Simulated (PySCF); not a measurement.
# Structure elucidation problem

An unknown has the formula C8H10Si. Its calculated NMR data are:

1H NMR (400 MHz, computed): δ 5.96 (m, 1H), 5.47 (m, 1H), 5.36 (m, 1H), 4.16 (s, 3H), 3.51 (m, 1H), 3.21 (s, 1H), 2.87 (m, 1H), 2.24 (m, 1H).

13C{1H} NMR (computed): δ 162.8 (C), 157.1 (C), 149.0 (CH), 122.9 (CH2), 96.8 (CH), 82.4 (C), 57.9 (CH), 40.8 (CH2).

- GFN2-xTB structure
- shieldings: GIAO PBE0/pcSseg-1
- code: PySCF
- isolated molecule, one computed conformer, non-relativistic, rapidly exchanging positions averaged

Scale: 1H (σref 31.72) and 13C (σref 186.93) against TMS (reference shieldings calculated alike).

Which of these isomers gave the spectra?
A. C#C[C@H](C)C1=C[SiH2]C=C1
B. C=CC1=C[SiH2]C=C1C=C
C. C#CC1=C([SiH3])C[C@H]1C=C
D. C#C[Si@H]1CC=CC(=C)C1
E. C#C/C=C(\C#C)[SiH](C)C
F. c1ccc([SiH]2CC2)cc1

Results:

C. 

Rings plus π bonds: 5 (1 ring in the answer). 8 carbon signals for 8 carbons: no two carbons are equivalent. Carbon types of the structure: 3 × C, 3 × CH, 2 × CH2, leaving 3 H on heteroatoms. δC 162.8, 157.1: fully substituted alkene carbon; as expected for a trigonal carbon in a double bond. δC 149.0: alkene CH; the olefinic region. δC 122.9: terminal =CH2 carbon; the olefinic region. δC 96.8: terminal alkyne carbon; the triple bond shields along its axis, which puts it between sp3 and sp2 carbons. δC 82.4: alkyne carbon; the triple bond shields along its axis, which puts it between sp3 and sp2 carbons.

The others: c1ccc([SiH]2CC2)cc1 would give 5 carbon signals, not 8; C#C/C=C(\C#C)[SiH](C)C would give 7 carbon signals, not 8; C#C[Si@H]1CC=CC(=C)C1 would give 10 signals for carbon-bound and other non-exchanging H, not 8; C#C[C@H](C)C1=C[SiH2]C=C1 has carbons computed at 170.9, 157.2, 137.4, 126.8, 91.3, 78.6, 34.5, 25.0, with a different DEPT pattern; C=CC1=C[SiH2]C=C1C=C would give 4 carbon signals, not 8.

Shifts are as computed. Against solution values, carbons near 30 ppm lie about +3 ppm off and those near 130 ppm about +5 ppm. Of 1309 compounds with measured shifts, 239 miss one by over three times the rms of a fit or turn the order of signals round; such compounds aren't used in these exercises. No couplings were computed; multiplicities are counted from neighbouring protons, with m where these are inequivalent, close in shift, in a saturated or five-membered ring or joined by F or P, and br s for small geminal =CH2 splittings.
